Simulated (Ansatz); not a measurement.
`[SiH3]N[SiH2]Br` + H₂ → `[SiH3]N[SiH3]` + HBr at 500 K and 1 bar (hydrogenolysis of the Si–Br bond).

Computed with Ansatz on PBE0-D4/def2-TZVP structures; ΔE is electronic, products minus reactants. CBS: MP2 limit from def2 TZ/QZ plus the TZ coupled-cluster correction, frozen cores. This one scheme is used for every species. For Br outer-core shells are correlated without core-valence functions, which leaves a few kJ/mol of doubt a bond. Scalar relativity is left out up to krypton. One conformer a species, not always the lowest.

| species | CCSD(T)/CBS energy (Eh) | H − E (kJ/mol) | S (J/(mol·K)) |
| --- | --- | --- | --- |
| `[SiH3]N[SiH2]Br` | -3209.88376 | 205.1 | 431.6 |
| H₂ | -1.17544 | 41.0 | 145.5 |
| `[SiH3]N[SiH3]` | -637.10515 | 216.0 | 394.7 |
| HBr | -2573.91920 | 30.5 | 213.7 |

H − E and S are ideal-gas, rigid-rotor, harmonic terms from PBE0-D4/def2-TZVP, for one conformer and one mirror image of each species. The MP2-based limit puts H₂ 0.8 mEh under its directly extrapolated value; such offsets cancel only in part. 1 Eh = 2625.50 kJ/mol, R = 8.31446 J/(mol·K).

By hand: ΔE, ΔH, ΔS and ΔG.

ΔE = (-637.10515) + (-2573.91920) − (-3209.88376) − (-1.17544) = 0.03485 Eh = 91.5 kJ/mol. Δ(H − E) = 216.0 + 30.5 − 205.1 − 41.0 = 0.4, so ΔH = 91.9 kJ/mol. ΔS = 394.7 + 213.7 − 431.6 − 145.5 = 31.3 J/(mol·K). ΔG = 91.9 − 500 × (31.3)/1000 = 76.2 kJ/mol.

By hand: the equilibrium constant, and the temperature at which ΔG would vanish if ΔH and ΔS stayed fixed.

log₁₀ K = −ΔG/(RT ln 10) = -8.0. ΔG = 0 at ΔH/ΔS = 2936 K, far beyond where these terms or the molecules hold.

ΔH outweighs TΔS. A doubt of 5 kJ/mol in ΔE shifts log₁₀ K by 0.5 here. Other conformers and mirror images would add mixing entropy, several J/(mol·K) or more a flexible species. Modes under 60 cm⁻¹, often nearly free rotors, make the harmonic entropy too high. These are equilibria of isolated gas molecules and say nothing of rates. Largest T1 diagnostic: 0.010 (customary marks: 0.02 for closed shells, 0.045 for open ones).
